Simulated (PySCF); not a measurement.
Correlation energy of Pt²⁺ (platinum, charge +2)

[Xe] 4f14 5d7 6s1, high-spin 5F determinant (an excited configuration). Calculation: PySCF 2.14, in aug-cc-pwCVDZ-PP with ECP60MDF; a scalar-relativistic core potential. Frozen: 5s2 5p6; 8 electrons correlated.

MP2 pair energies summed by pair of shells (mhartree):

```csv
pair,energy,share (%)
5d-5d,-128.09,77.7
5d-6s,-36.86,22.3
```

Total MP2 correlation energy: -164.95 mhartree.

Same-spin part -77.00 and opposite-spin part -87.95 mhartree; SCS-MP2 scales them by 1/3 and 6/5 to -131.21 mhartree.
